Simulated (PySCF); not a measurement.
`InChI=1S/C3H11FSi3/c1-2-7-3(4)5-6-7/h3,7H,2,5-6H2,1H3/t3-,7-/m1/s1`

Geometry (Å), atoms numbered from 1 in this order:
```xyz
18

C    -2.730   -0.070    0.239
C    -1.531   -0.941   -0.122
Si    0.056   -0.470    0.822
Si    2.098   -1.247   -0.032
Si    2.420    1.032   -0.466
C     0.666    1.335    0.345
F    -0.204    1.972   -0.547
H    -2.530    0.969   -0.006
H    -2.949   -0.135    1.303
H    -3.616   -0.384   -0.310
H    -1.771   -1.988    0.076
H    -1.348   -0.862   -1.195
H    -0.244   -0.513    2.266
H     3.039   -1.880    0.901
H     2.077   -2.170   -1.176
H     2.407    1.561   -1.830
H     3.444    1.787    0.266
H     0.707    2.009    1.208
```

Level of theory: TDDFT LC-wPBE/def2-SVPD circular dichroism and optical rotation, one conformer, gas phase (PySCF). Geometry: GFN2-xTB.

The molecule is flexible and this is one conformer; a measurement averages over conformers.

Draw the ECD and absorption spectra from the lowest 16 states, each a Gaussian of half-width 0.35 eV at 1/e height.


```csv
E (eV),λ (nm),Δε (L mol⁻¹ cm⁻¹),ε (L mol⁻¹ cm⁻¹)
4.80,258,+0.01,1.4
4.95,251,0.00,4.41
5.10,243,-0.07,11.6
5.25,236,-0.40,30.3
5.40,230,-1.26,80.3
5.55,223,-2.63,193
5.70,218,-3.78,397
5.85,212,-3.53,758
6.00,207,-0.99,1540
6.15,202,+3.82,3110
6.30,197,+9.11,5230
6.45,192,+11.41,6820
6.60,188,+8.52,7320
6.75,184,+2.48,7490
6.90,180,-2.21,8060
7.05,176,-2.30,9320
7.20,172,+3.02,12000
7.35,169,+12.14,15900
7.50,165,+19.85,18700
7.65,162,+17.04,18400
7.80,159,-5.73,15800
7.95,156,-51.50,13300
8.10,153,-110.15,12200
8.25,150,-157.27,12100
```
Δε uses R in velocity form, ε uses f in length form. Only the states computed contribute, so the short-wavelength end is incomplete.
